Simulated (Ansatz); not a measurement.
A short molecular-dynamics run on C₂H₈AlClSi (`C[SiH2][AlH][CH2]Cl`).

```yaml
crystal:
  periodic: [false, false, false]
  atoms:
    - {symbol: C, position_ang: [-1.264535, 1.464924, 0.523409]}
    - {symbol: Si, position_ang: [-0.281575, 0.200991, 1.519080]}
    - {symbol: Al, position_ang: [1.029858, -1.274513, 0.072012]}
    - {symbol: C, position_ang: [1.220849, -0.713840, -1.806873]}
    - {symbol: Cl, position_ang: [-0.343193, -1.695627, -1.926549]}
    - {symbol: H, position_ang: [-0.595977, 2.107168, -0.054780]}
    - {symbol: H, position_ang: [-1.938449, 0.964886, -0.175885]}
    - {symbol: H, position_ang: [-1.862623, 2.101831, 1.178673]}
    - {symbol: H, position_ang: [-1.219720, -0.588636, 2.372749]}
    - {symbol: H, position_ang: [0.616127, 0.927286, 2.470328]}
    - {symbol: H, position_ang: [1.765425, -2.621997, 0.471888]}
    - {symbol: H, position_ang: [1.925200, -1.194440, -2.481499]}
    - {symbol: H, position_ang: [0.969014, 0.287271, -2.147653]}
basis:
  gaussian: {orbitals: "6-31G*"}
hamiltonian: {xc: {name: r2SCAN}}
md: {timestep: 2 fs, n_steps: 20, ensemble: nvt_langevin, temperature: 300, initial_velocities: maxwell_boltzmann, friction: 0.01, seed: 107}
```

```sh
$ ansatz run in.yaml --threads 4 --pin off --events-out ev --progress --plain --max-ram 10444MiB
```

| step | time (fs) | potential energy (eV) | kinetic (eV) | T (K) | conserved (eV) |
| --- | --- | --- | --- | --- | --- |
| 0 | 0.0 | -29196.5580 | 0.4653 | 277 | – |
| 1 | 2.0 | -29196.4569 | 0.3930 | 234 | – |
| 2 | 4.0 | -29196.4017 | 0.3110 | 185 | – |
| 3 | 6.0 | -29196.3615 | 0.2504 | 149 | – |
| 4 | 8.0 | -29196.2753 | 0.1653 | 98 | – |
| 5 | 10.0 | -29196.2879 | 0.2043 | 122 | – |
| 6 | 12.0 | -29196.2833 | 0.2165 | 129 | – |
| 7 | 14.0 | -29196.3564 | 0.3250 | 193 | – |
| 8 | 16.0 | -29196.3384 | 0.3489 | 208 | – |
| 9 | 18.0 | -29196.3377 | 0.3649 | 217 | – |
| 10 | 20.0 | -29196.3950 | 0.3722 | 221 | – |
| 11 | 22.0 | -29196.3416 | 0.2834 | 169 | – |
| 12 | 24.0 | -29196.2938 | 0.2303 | 137 | – |
| 13 | 26.0 | -29196.2832 | 0.1905 | 113 | – |
| 14 | 28.0 | -29196.3213 | 0.2338 | 139 | – |
| 15 | 30.0 | -29196.3112 | 0.2241 | 133 | – |
| 16 | 32.0 | -29196.2813 | 0.2105 | 125 | – |
| 17 | 34.0 | -29196.3395 | 0.2905 | 173 | – |
| 18 | 36.0 | -29196.3367 | 0.3063 | 182 | – |
| 19 | 38.0 | -29196.3254 | 0.3115 | 185 | – |
| 20 | 40.0 | -29196.2938 | 0.3225 | 192 | – |

Velocities are drawn at the set temperature; a run this short doesn't reach equilibrium.

Frames (Å, forces in eV/Å):

```xyz
13
time=0.0 fs
C    -1.265    1.465    0.523   -0.015    0.018   -0.009
Si   -0.282    0.201    1.519    0.139   -0.174    0.007
Al    1.030   -1.275    0.072    0.034    0.084    0.193
C     1.221   -0.714   -1.807    0.291    0.156    0.084
Cl   -0.343   -1.696   -1.927   -0.445   -0.272   -0.119
H    -0.596    2.107   -0.055    0.068    0.093   -0.079
H    -1.938    0.965   -0.176   -0.098   -0.038   -0.091
H    -1.863    2.102    1.179   -0.089    0.095    0.066
H    -1.220   -0.589    2.373   -0.045   -0.019    0.059
H     0.616    0.927    2.470    0.025    0.032    0.060
H     1.765   -2.622    0.472    0.031   -0.083    0.006
H     1.925   -1.194   -2.481    0.115   -0.039   -0.109
H     0.969    0.287   -2.148   -0.011    0.147   -0.067
13
time=2.0 fs
C    -1.253    1.458    0.517    0.355    0.304    0.308
Si   -0.295    0.200    1.515    1.310    0.324   -0.441
Al    1.034   -1.273    0.076    0.144   -0.122    0.276
C     1.205   -0.724   -1.801    1.329   -0.160   -0.891
Cl   -0.338   -1.693   -1.922   -0.840   -0.357   -0.127
H    -0.570    2.113   -0.025    0.135    0.140   -0.098
H    -1.896    0.987   -0.198   -0.605   -0.355   -0.578
H    -1.849    2.074    1.183   -0.274    0.256    0.132
H    -1.164   -0.569    2.364   -0.747   -0.537    0.725
H     0.644    0.967    2.419   -0.160   -0.139   -0.024
H     1.788   -2.637    0.436   -0.063    0.067    0.023
H     1.910   -1.236   -2.514   -0.490    0.563    0.732
H     0.991    0.287   -2.150   -0.095    0.017   -0.036
13
time=4.0 fs
C    -1.241    1.454    0.513   -0.093    0.461   -0.164
Si   -0.306    0.199    1.511    1.792    0.297   -0.307
Al    1.037   -1.272    0.082    0.240   -0.303    0.269
C     1.194   -0.734   -1.798    1.459    0.195   -0.977
Cl   -0.334   -1.691   -1.917   -1.202   -0.438   -0.126
H    -0.542    2.131   -0.002   -0.091   -0.109    0.071
H    -1.879    0.991   -0.237   -0.248   -0.027   -0.148
H    -1.846    2.055    1.196   -0.210    0.160   -0.090
H    -1.135   -0.577    2.392   -0.774   -0.478    0.757
H     0.671    1.003    2.367   -0.335   -0.310   -0.076
H     1.806   -2.652    0.403   -0.145    0.200    0.051
H     1.874   -1.258   -2.517   -0.229    0.546    0.701
H     1.011    0.289   -2.151   -0.163   -0.192    0.038
13
time=6.0 fs
C    -1.231    1.451    0.508   -0.815    0.575   -0.575
Si   -0.313    0.198    1.508    1.508   -0.305    0.375
Al    1.040   -1.271    0.090    0.251   -0.366    0.187
C     1.187   -0.743   -1.796    0.701    0.943    0.026
Cl   -0.331   -1.689   -1.912   -1.476   -0.526   -0.113
H    -0.519    2.150    0.023   -0.291   -0.325    0.166
H    -1.878    0.996   -0.278    0.276    0.356    0.458
H    -1.851    2.040    1.210   -0.002   -0.033   -0.419
H    -1.135   -0.604    2.455   -0.210    0.129    0.095
H     0.685    1.030    2.322   -0.402   -0.387   -0.044
H     1.813   -2.657    0.376   -0.156    0.213    0.103
H     1.825   -1.254   -2.489    0.845   -0.174   -0.276
H     1.020    0.282   -2.144   -0.231   -0.100    0.016
13
time=8.0 fs
C    -1.227    1.451    0.501   -1.039    0.673   -0.505
Si   -0.319    0.196    1.506    1.050   -0.826    0.855
Al    1.043   -1.267    0.097    0.237   -0.405    0.102
C     1.182   -0.749   -1.795    0.387    1.169    0.624
Cl   -0.329   -1.688   -1.907   -1.637   -0.605   -0.110
H    -0.503    2.166    0.053   -0.341   -0.405    0.117
H    -1.876    1.019   -0.302    0.420    0.398    0.565
H    -1.854    2.029    1.214    0.060   -0.084   -0.518
H    -1.145   -0.630    2.517    0.245    0.617   -0.515
H     0.679    1.043    2.287   -0.318   -0.332    0.074
H     1.815   -2.657    0.356   -0.140    0.186    0.153
H     1.808   -1.258   -2.471    1.319   -0.481   -0.748
H     1.018    0.274   -2.131   -0.245    0.095   -0.094
13
time=10.0 fs
C    -1.227    1.454    0.493   -0.496    0.694    0.182
Si   -0.324    0.193    1.506    0.625   -1.014    0.885
Al    1.045   -1.262    0.105    0.210   -0.421    0.003
C     1.179   -0.748   -1.791    1.368    0.141   -0.199
Cl   -0.329   -1.688   -1.902   -1.640   -0.658   -0.107
H    -0.494    2.173    0.089   -0.164   -0.256   -0.052
H    -1.854    1.059   -0.308   -0.072    0.013   -0.099
H    -1.851    2.019    1.204   -0.123    0.063   -0.306
H    -1.150   -0.628    2.557    0.395    0.752   -0.768
H     0.658    1.045    2.262   -0.095   -0.164    0.254
H     1.811   -2.652    0.343   -0.101    0.129    0.193
H     1.842   -1.286   -2.482    0.258    0.424    0.275
H     0.999    0.267   -2.119   -0.164    0.296   -0.262
13
time=12.0 fs
C    -1.229    1.458    0.486    0.025    0.350    0.832
Si   -0.330    0.188    1.508    0.434   -0.842    0.549
Al    1.044   -1.256    0.112    0.098   -0.281   -0.129
C     1.182   -0.746   -1.790    1.711   -0.275   -0.563
Cl   -0.332   -1.689   -1.896   -1.456   -0.676   -0.111
H    -0.490    2.164    0.121    0.250    0.166   -0.259
H    -1.823    1.100   -0.320   -0.608   -0.406   -0.818
H    -1.857    2.010    1.181   -0.398    0.313    0.052
H    -1.139   -0.597    2.567    0.233    0.549   -0.621
H     0.638    1.039    2.251    0.117    0.013    0.387
H     1.797   -2.635    0.342    0.016   -0.060    0.235
H     1.883   -1.302   -2.481   -0.445    0.938    0.762
H     0.969    0.265   -2.115    0.023    0.212   -0.316
13
time=14.0 fs
C    -1.230    1.465    0.485   -0.494   -0.369    0.232
Si   -0.335    0.181    1.513    0.695   -0.191   -0.046
Al    1.043   -1.249    0.118   -0.069   -0.030   -0.290
C     1.192   -0.744   -1.793    0.921    0.291   -0.004
Cl   -0.336   -1.693   -1.890   -1.113   -0.664   -0.126
H    -0.481    2.154    0.139    0.513    0.513   -0.349
H    -1.816    1.124   -0.362   -0.140   -0.257   -0.234
H    -1.884    2.009    1.151   -0.428    0.430    0.238
H    -1.118   -0.543    2.551   -0.254    0.030   -0.035
H     0.628    1.033    2.262    0.146    0.034    0.339
H     1.777   -2.614    0.348    0.173   -0.316    0.275
H     1.907   -1.282   -2.445   -0.213    0.585    0.242
H     0.935    0.266   -2.121    0.265   -0.056   -0.240
13
time=16.0 fs
C    -1.232    1.473    0.484   -0.946   -0.146   -0.335
Si   -0.339    0.175    1.518    1.159    0.695   -0.700
Al    1.040   -1.242    0.124   -0.152    0.096   -0.471
C     1.205   -0.739   -1.798   -0.406    1.017    0.988
Cl   -0.343   -1.699   -1.883   -0.687   -0.609   -0.142
H    -0.455    2.159    0.151    0.071    0.265   -0.155
H    -1.812    1.138   -0.407    0.425   -0.030    0.516
H    -1.934    2.027    1.125    0.119    0.098   -0.080
H    -1.104   -0.488    2.531   -0.868   -0.586    0.745
H     0.626    1.029    2.286    0.053   -0.056    0.179
H     1.762   -2.602    0.359    0.249   -0.420    0.283
H     1.923   -1.243   -2.404    0.565   -0.219   -0.677
H     0.908    0.257   -2.142    0.419   -0.102   -0.152
13
time=18.0 fs
C    -1.237    1.483    0.482   -0.571    0.395   -0.325
Si   -0.342    0.170    1.521    1.043    1.102   -0.606
Al    1.036   -1.236    0.130   -0.064   -0.075   -0.612
C     1.218   -0.727   -1.800   -0.601    0.659    1.202
Cl   -0.350   -1.704   -1.876   -0.279   -0.466   -0.164
H    -0.426    2.170    0.164   -0.457   -0.078    0.064
H    -1.782    1.159   -0.436    0.403   -0.080    0.564
H    -1.974    2.054    1.097    0.532   -0.205   -0.288
H    -1.123   -0.458    2.539   -0.897   -0.681    0.783
H     0.624    1.023    2.315   -0.068   -0.160    0.008
H     1.755   -2.610    0.378    0.170   -0.228    0.232
H     1.956   -1.215   -2.394    0.487   -0.413   -0.707
H     0.908    0.244   -2.174    0.302    0.230   -0.152
13
time=20.0 fs
C    -1.246    1.494    0.479    0.353    0.443    0.181
Si   -0.345    0.166    1.523    0.185    0.915    0.217
Al    1.030   -1.231    0.134    0.077   -0.364   -0.697
C     1.229   -0.712   -1.799    0.197   -0.181    0.591
Cl   -0.357   -1.708   -1.868    0.054   -0.257   -0.192
H    -0.415    2.172    0.187   -0.489   -0.057    0.094
H    -1.732    1.187   -0.447   -0.075   -0.368   -0.074
H    -1.986    2.072    1.064    0.345   -0.145   -0.093
H    -1.180   -0.458    2.577   -0.232   -0.247   -0.023
H     0.620    1.009    2.340   -0.126   -0.190   -0.073
H     1.751   -2.627    0.399    0.042    0.066    0.159
H     2.001   -1.202   -2.410   -0.410   -0.048    0.022
H     0.935    0.240   -2.213    0.079    0.433   -0.111
13
time=22.0 fs
C    -1.255    1.504    0.476    0.973   -0.091    0.520
Si   -0.347    0.163    1.527   -0.657    0.667    0.725
Al    1.026   -1.227    0.138    0.165   -0.604   -0.734
C     1.240   -0.699   -1.796    0.492   -0.275    0.016
Cl   -0.363   -1.711   -1.861    0.287   -0.065   -0.203
H    -0.427    2.175    0.219   -0.037    0.271   -0.046
H    -1.688    1.209   -0.460   -0.407   -0.551   -0.530
H    -1.984    2.081    1.036   -0.202    0.107    0.271
H    -1.242   -0.465    2.612    0.358    0.096   -0.674
H     0.614    0.985    2.355   -0.074   -0.098   -0.023
H     1.743   -2.645    0.422   -0.054    0.311    0.084
H     2.024   -1.195   -2.426   -0.831    0.083    0.441
H     0.966    0.250   -2.257   -0.014    0.150    0.152
13
time=24.0 fs
C    -1.260    1.514    0.475    0.567   -0.697    0.120
Si   -0.350    0.160    1.533   -1.142    0.592    0.776
Al    1.021   -1.225    0.140    0.171   -0.703   -0.742
C     1.251   -0.689   -1.794   -0.026    0.259   -0.040
Cl   -0.368   -1.714   -1.854    0.438    0.078   -0.193
H    -0.447    2.187    0.251    0.478    0.596   -0.237
H    -1.664    1.212   -0.494   -0.178   -0.316    0.102
H    -1.993    2.096    1.018   -0.391    0.039    0.317
H    -1.288   -0.461    2.625    0.624    0.198   -0.904
H     0.610    0.959    2.366    0.008    0.019    0.068
H     1.734   -2.652    0.450   -0.090    0.433    0.019
H     2.013   -1.193   -2.418   -0.473   -0.168    0.220
H     0.988    0.264   -2.294    0.015   -0.331    0.492
13
time=26.0 fs
C    -1.261    1.522    0.475    0.190   -0.318   -0.112
Si   -0.354    0.160    1.539   -1.279    0.649    0.526
Al    1.016   -1.224    0.143    0.113   -0.627   -0.767
C     1.263   -0.681   -1.793   -0.848    0.724    0.442
Cl   -0.372   -1.716   -1.848    0.516    0.183   -0.166
H    -0.452    2.224    0.278    0.235    0.297   -0.259
H    -1.656    1.208   -0.520    0.123   -0.029    0.742
H    -2.020    2.116    1.011    0.017   -0.412   -0.009
H    -1.310   -0.450    2.610    0.600    0.133   -0.812
H     0.608    0.935    2.376    0.092    0.126    0.161
H     1.723   -2.643    0.479   -0.056    0.391   -0.014
H     1.983   -1.197   -2.401    0.288   -0.627   -0.351
H     1.006    0.272   -2.311    0.010   -0.490    0.618
13
time=28.0 fs
C    -1.262    1.531    0.475    0.751    0.510    0.137
Si   -0.358    0.161    1.546   -0.954    0.918    0.002
Al    1.011   -1.224    0.145    0.001   -0.383   -0.804
C     1.271   -0.672   -1.791   -0.717    0.006    0.643
Cl   -0.375   -1.716   -1.841    0.519    0.272   -0.128
H    -0.445    2.280    0.296   -0.544   -0.488   -0.156
H    -1.651    1.208   -0.514    0.165   -0.007    0.530
H    -2.046    2.115    1.003    0.220   -0.556   -0.089
H    -1.303   -0.436    2.574    0.246   -0.097   -0.394
H     0.612    0.917    2.387    0.103    0.163    0.191
H     1.715   -2.616    0.507    0.052    0.175   -0.002
H     1.965   -1.221   -2.404    0.304   -0.490   -0.274
H     1.025    0.264   -2.306   -0.146   -0.022    0.344
13
time=30.0 fs
C    -1.263    1.540    0.475    1.273    0.700    0.824
Si   -0.363    0.162    1.554   -0.127    1.453   -0.697
Al    1.005   -1.223    0.147   -0.124   -0.091   -0.800
C     1.276   -0.663   -1.785    0.189   -1.690    0.408
Cl   -0.377   -1.716   -1.836    0.460    0.334   -0.079
H    -0.461    2.322    0.308   -0.698   -0.738   -0.154
H    -1.646    1.209   -0.483   -0.026   -0.244   -0.339
H    -2.065    2.092    0.988    0.024   -0.333    0.155
H    -1.276   -0.425    2.530   -0.412   -0.483    0.314
H     0.626    0.911    2.400   -0.042    0.069    0.090
H     1.714   -2.579    0.534    0.183   -0.102    0.035
H     1.961   -1.268   -2.423   -0.366    0.356    0.434
H     1.037    0.252   -2.283   -0.335    0.768   -0.191
13
time=32.0 fs
C    -1.261    1.552    0.476    0.823   -0.208    1.077
Si   -0.368    0.167    1.560    0.497    1.805   -1.133
Al    0.999   -1.222    0.147   -0.186    0.090   -0.736
C     1.282   -0.656   -1.778    0.343   -2.173    0.188
Cl   -0.378   -1.716   -1.831    0.398    0.361   -0.028
H    -0.510    2.333    0.312    0.067   -0.067   -0.273
H    -1.642    1.201   -0.464   -0.076   -0.363   -0.706
H    -2.083    2.059    0.973   -0.298   -0.045    0.444
H    -1.260   -0.433    2.504   -0.834   -0.705    0.747
H     0.637    0.911    2.411   -0.178   -0.027    0.006
H     1.726   -2.550    0.555    0.247   -0.263    0.056
H     1.946   -1.301   -2.428   -0.526    0.826    0.670
H     1.035    0.263   -2.262   -0.276    0.767   -0.311
13
time=34.0 fs
C    -1.257    1.562    0.480   -0.449   -1.351    0.595
Si   -0.371    0.174    1.565    0.335    1.534   -0.832
Al    0.993   -1.225    0.146   -0.174    0.158   -0.594
C     1.290   -0.655   -1.770   -0.626   -0.498    0.092
Cl   -0.379   -1.715   -1.825    0.376    0.351   -0.001
H    -0.559    2.349    0.309    0.827    0.710   -0.372
H    -1.638    1.180   -0.474    0.217   -0.071   -0.039
H    -2.113    2.024    0.969   -0.196   -0.024    0.392
H    -1.276   -0.471    2.507   -0.483   -0.383    0.365
H     0.639    0.916    2.418   -0.238   -0.078    0.011
H     1.751   -2.527    0.577    0.224   -0.281    0.038
H     1.917   -1.295   -2.408    0.060    0.428    0.095
H     1.023    0.306   -2.252    0.127   -0.495    0.250
13
time=36.0 fs
C    -1.253    1.569    0.485   -0.889   -0.999    0.146
Si   -0.373    0.184    1.569   -0.123    0.897   -0.292
Al    0.986   -1.229    0.144   -0.088    0.123   -0.365
C     1.297   -0.657   -1.761   -1.614    0.875    0.607
Cl   -0.380   -1.715   -1.819    0.378    0.326   -0.007
H    -0.573    2.393    0.296    0.306    0.170   -0.134
H    -1.626    1.156   -0.487    0.420    0.237    0.563
H    -2.152    1.989    0.979    0.398   -0.150    0.011
H    -1.308   -0.532    2.523    0.159    0.202   -0.301
H     0.634    0.918    2.426   -0.241   -0.085    0.075
H     1.778   -2.513    0.610    0.126   -0.182   -0.027
H     1.896   -1.274   -2.386    0.853   -0.346   -0.749
H     1.018    0.330   -2.233    0.316   -1.068    0.473
13
time=38.0 fs
C    -1.251    1.573    0.489   -0.662   -0.136    0.224
Si   -0.376    0.196    1.572   -0.361    0.323   -0.034
Al    0.979   -1.235    0.141    0.035    0.057   -0.095
C     1.300   -0.658   -1.751   -1.072   -0.121    0.550
Cl   -0.379   -1.713   -1.813    0.374    0.296   -0.039
H    -0.571    2.439    0.278   -0.470   -0.700    0.227
H    -1.599    1.141   -0.479    0.292    0.258    0.471
H    -2.185    1.948    1.000    0.885   -0.132   -0.357
H    -1.335   -0.592    2.527    0.557    0.648   -0.690
H     0.624    0.920    2.434   -0.197   -0.062    0.171
H     1.803   -2.501    0.642    0.010   -0.066   -0.103
H     1.911   -1.266   -2.395    0.516   -0.067   -0.407
H     1.022    0.310   -2.194    0.095   -0.296    0.081
13
time=40.0 fs
C    -1.253    1.575    0.492   -0.057    0.160    0.853
Si   -0.380    0.208    1.576   -0.330   -0.076   -0.194
Al    0.971   -1.239    0.138    0.204   -0.052    0.224
C     1.300   -0.661   -1.740    0.076   -1.766    0.045
Cl   -0.377   -1.712   -1.808    0.354    0.244   -0.090
H    -0.592    2.462    0.265   -0.588   -0.840    0.435
H    -1.563    1.140   -0.452   -0.125   -0.133   -0.384
H    -2.186    1.894    1.017    0.614    0.161   -0.362
H    -1.337   -0.634    2.505    0.590    0.823   -0.720
H     0.603    0.919    2.442   -0.057    0.026    0.326
H     1.827   -2.493    0.673   -0.132    0.073   -0.195
H     1.945   -1.263   -2.425   -0.334    0.614    0.474
H     1.023    0.284   -2.152   -0.215    0.765   -0.410
```

It took 53 s on 4 threads of an Arm Neoverse V2 on a shared host, with 0.19 GiB of host memory at the peak.
